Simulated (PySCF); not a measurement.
Electron correlation in Tc⁺ (technetium, charge +1)

[Kr] 4d5 5p1, high-spin 7P determinant (an excited configuration). Computed with PySCF 2.14 in aug-cc-pwCVTZ-PP with ECP28MDF (8s8p7d4f3g, 122 functions), with a scalar-relativistic core potential. Frozen: 4s2 4p6; 6 electrons correlated.

MP2 pair energies summed by pair of shells (mhartree):

```
 pair  energy  share (%)
4d-4d  -63.69       81.0
4d-5p  -14.95       19.0
```

Total MP2 correlation energy: -78.64 mhartree.

Same-spin part -78.64 and opposite-spin part 0.00 mhartree; SCS-MP2 scales them by 1/3 and 6/5 to -26.21 mhartree.
